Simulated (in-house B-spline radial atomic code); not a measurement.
Configurations of Er, with energies counted from [Xe] 4f12 6s2. All numbers are computed (scalar-relativistic (X2C) wB97X, spin-polarised, spherical fractional occupations; Fermi nucleus of rms radius 5.2516 fm) with a B-spline radial code for spherical atoms, not measured. Shells without spins written out take the highest spin.

Caution: exact exchange at fractional occupations of open shells leaves self-interaction of up to several eV.

Occupations are held fixed; configurations that lie above the ionisation limit could autoionise.

```tsv
configuration	E - E(ref) (eV)	highest orbital	its <r> (bohr)
[Xe] 4f(6 up, 6 down) 6s2	2.6367	6s up	4.042
[Xe] 4f12 5d1 6s1	4.9099	5d up	8.993
[Xe] 4f(5 up, 6 down) 5d(0 up, 1 down) 6s2	12.725	5d down	3.458
[Kr] 4d9 4f12 5s2 5p6 5d1 6s2	175.59	5d up	3.432
```

Q: Order these further configurations by energy, lowest first.
A. [Kr] 4d10 4f13 5s2 5p5 6s2
B. [Xe] 4f11 6s2 7s1
C. [Xe] 4f11 6s2 6p1
D. [Kr] 4d10 4f(5 up, 7 down) 5s2 5p(2 up, 3 down) 6s2 7p(0 up, 1 down)
E. [Xe] 4f11 5d1 6s2

A: E (7.2794 eV), C (7.3454 eV), B (8.0696 eV), A (24.736 eV), D (33.108 eV).
